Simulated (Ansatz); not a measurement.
Cost and result for the atomization energy of C2H9NOSi, SMILES `NCOC[SiH3]` (14 atoms, 13 bonds).

```xyz
14

N    -0.254   -0.842   -2.017
C     0.258   -1.423   -0.808
O     0.659   -0.445    0.119
C    -0.408    0.350    0.594
Si    0.296    1.711    1.690
H     0.469   -0.636   -2.690
H    -0.970   -1.405   -2.451
H    -0.531   -2.051   -0.370
H     1.154   -2.037   -0.952
H    -1.123   -0.263    1.167
H    -0.964    0.793   -0.242
H     1.207    2.588    0.910
H    -0.834    2.528    2.212
H     1.042    1.134    2.838
```

Charge 0, multiplicity 1. The structure was optimised at the PBE0-D4/def2-TZVP level. It is one conformer, not always the lowest. Program: Ansatz. All runs use 4 threads of an Arm Neoverse V2 on a shared host. Times are those of one run each, without the atoms' runs, and a repeat can differ threefold. Electronic energies, without spin–orbit coupling; frozen cores. CCSD(T)/CBS adds CCSD(T) − MP2 in def2-TZVPP to the MP2 limit, and its time is that of the two runs behind it. T1 = 0.011. B3LYP takes the VWN-RPA correlation (the form of Gaussian; ORCA's B3LYP/G).

CCSD(T)/CBS is a level of theory with its own doubt, some kJ/mol a heavy atom from the limit and from the frozen cores, so smaller differences don't rank the functionals.

```
                             level  functions  wall time  atomization (kJ/mol)  difference from CCSD(T)/CBS  per bond
   PBE-D4/def2-TZVPP (with forces)        292      2.9 s                5003.4                         76.6       5.9
                PBE0-D4/def2-TZVPP        292      3.4 s                4917.7                         -9.1      -0.7
r2SCAN-D4/def2-TZVPP (with forces)        292      5.5 s                4915.9                        -10.9      -0.8
 B3LYP-D4/def2-TZVPP (with forces)        292      5.5 s                4934.2                          7.4       0.6
                 B2PLYP/def2-TZVPP        292        6 s                4870.6                        -56.2      -4.3
                ωB97X-V/def2-TZVPP        292      8.5 s                4949.1                         22.3       1.7
  ωB97M-V/def2-TZVPP (with forces)        292       13 s                4942.7                         15.9       1.2
                    MP2/def2-QZVPP        568       33 s                4912.1                        -14.7      -1.1
                CCSD(T)/def2-TZVPP        292    5.1 min                4793.9                       -132.9     -10.2
                 CCSD(T)/CBS(def2)          –    5.7 min                4926.8                          0.0       0.0
```

In def2-TZVPP, CCSD(T) changes the Hartree–Fock value by +1282.2 kJ/mol (the triples alone add +65.9 kJ/mol) and MP2 by +1321.6 kJ/mol; breaking electron pairs costs correlation energy, which Hartree–Fock lacks. From PBE to PBE0 (25 % exact exchange), in def2-TZVPP and without D4, the atomization energy moves by −81.8 kJ/mol: exact exchange takes away binding that semilocal exchange gives to molecules. The D4 term adds +39.1 kJ/mol with B3LYP and +20.7 kJ/mol with PBE0; it sums over pairs of atoms, weighted by their polarisabilities, and B3LYP, whose exchange is more repulsive, gets the larger term.
